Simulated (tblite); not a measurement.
Compound: C8H9 (doublet state).
Numbering: `[CH:1]#[C:2][C@H:3]1[CH:4]/[C:5]1=[CH:6]\[CH2:7][CH3:8]` (hydrogens: H9 on C1; H10 on C3; H11 on C4; H12 on C6; H13, H14 on C7; H15, H16, H17 on C8)

Computed geometry: GFN2-xTB, gas phase. This method treats the open shell by occupation alone, without spin polarisation.

Task: List the bond lengths, angles and torsions at this level.

Result: 
```csv
bond,length (bohr),order
C1≡C2,2.265,triple
C2–C3,2.707,single
C3–C4,2.819,single
C4–C5,2.556,single
C5=C6,2.547,double
C6–C7,2.818,single
C7–C8,2.894,single
C3–C5,2.855,single
C1–H9,1.982,single
C3–H10,2.060,single
C4–H11,2.004,single
C6–H12,2.043,single
C7–H13,2.070,single
C7–H14,2.062,single
"C8–H15, C8–H16, C8–H17",2.055,single
```

Bonds in one row agree within 0.02 bohr and their mean is given. Orders are formal, as drawn. A selection of angles:
```csv
angle,degrees
C2–C1–H9,179.1
C1–C2–C3,179.0
C2–C3–C4,120.0
C2–C3–C5,120.2
C2–C3–H10,113.2
C4–C3–C5,53.6
C4–C3–H10,119.1
C5–C3–H10,118.5
C3–C4–C5,63.9
C3–C4–H11,143.9
C5–C4–H11,150.5
C4–C5–C6,152.6
C3–C5–C4,62.5
C3–C5–C6,144.9
C5–C6–C7,123.2
C5–C6–H12,119.6
C7–C6–H12,117.2
C6–C7–C8,111.0
C6–C7–H13,109.4
C6–C7–H14,109.7
C8–C7–H13,108.5
C8–C7–H14,109.9
H13–C7–H14,108.3
C7–C8–H15,110.2
H15–C8–H16,108.4
H15–C8–H17,108.7
```

Torsions: C2–C3–C4–C5 107° (anticlinal); C3–C4–C5–C6 178° (antiperiplanar); C4–C5–C6–C7 0° (synperiplanar); C5–C6–C7–C8 117° (anticlinal); C2–C3–C5–C4 -107° (anticlinal).

The C–C distances run from 1.199 Å (C1≡C2, drawn triple) to 1.532 Å (C7–C8, drawn single), a spread of 0.333 Å. The 3-membered ring C3–C4–C5 has internal angles of 53.6° to 63.9°. C4 (carbon bonded to 2 C and H) has angles 150.5°, 143.9° and 63.9°, sum 358.3°, 0.08 Å off the plane of its three neighbours. C6 (carbon bonded to 2 C and H) is planar (angles 123.2°, 119.6° and 117.2°, sum 360.0°, 0.01 Å off the plane of its three neighbours). C5 (carbon bonded to 3 C) has angles 152.6°, 144.9° and 62.5°, sum 360.0°, 0.01 Å off the plane of its three neighbours.

Point group: C1 (no symmetry element, even within 0.4 Å). Its GFN2-xTB frequencies are all real (lowest 40 cm⁻¹). 3 starts were optimised and ended at 0.00, 0.00 and 0.02 kcal/mol (GFN2-xTB); the lowest of these is shown.

The run took 0.56 s on an Arm Neoverse V1 with one thread, shared host. This is the geometry optimisation.

One conformer stands for the species.
